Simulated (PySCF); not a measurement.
C₃H₉O₂Si, SMILES CO[Si](C)OC, doublet, GFN2-xTB optimised geometry.

```
15

C     -2.61    -1.27    -1.96
O     -1.36    -1.09    -1.39
Si    -0.94    -0.31     0.00
C     -1.44     1.52     0.00
O      0.69    -0.31     0.00
C      1.57    -1.30    -0.43
H     -3.13    -0.31    -2.09
H     -2.48    -1.74    -2.94
H     -3.23    -1.91    -1.33
H     -1.08     2.01    -0.91
H     -2.52     1.63     0.04
H     -1.01     2.04     0.85
H      2.52    -0.83    -0.67
H      1.18    -1.81    -1.32
H      1.72    -2.04     0.36
```

Density from unrestricted PBE0/def2-TZVP run with PySCF 2.14.0 at that geometry.

Minimum of the electron density along straight lines between bonded atoms, close to the bond critical point (lines longer than 1.1 times the sum of covalent radii, or with two minima, are not listed):

```csv
bond,length / Å,ρ at the minimum / e bohr⁻³,∇²ρ there / e bohr⁻⁵,position (fraction from the first atom)
C1–O2,1.391,0.265,-0.45,0.34
O2–Si3,1.647,0.135,___,0.59
Si3–C4,1.903,___,0.13,0.39
Si3–O5,1.630,0.141,___,0.41
O5–C6,1.393,0.262,-0.44,0.66
C1–H7,1.093,0.283,-0.99,0.64
C1–H8,1.091,0.286,-1.01,0.65
C1–H9,1.093,0.284,-1.00,0.65
C4–H10,1.089,0.272,-0.91,0.64
C4–H11,1.085,0.275,-0.92,0.64
C4–H12,1.083,0.277,-0.93,0.64
C6–H13,1.091,0.285,-1.01,0.65
C6–H14,1.091,0.286,-1.01,0.65
C6–H15,1.094,0.283,-1.00,0.64
```

Question: Complete the blanks.

Answer: 
- O2–Si3, ∇²ρ there / e bohr⁻⁵: 0.82
- Si3–C4, ρ at the minimum / e bohr⁻³: 0.118
- Si3–O5, ∇²ρ there / e bohr⁻⁵: 0.90
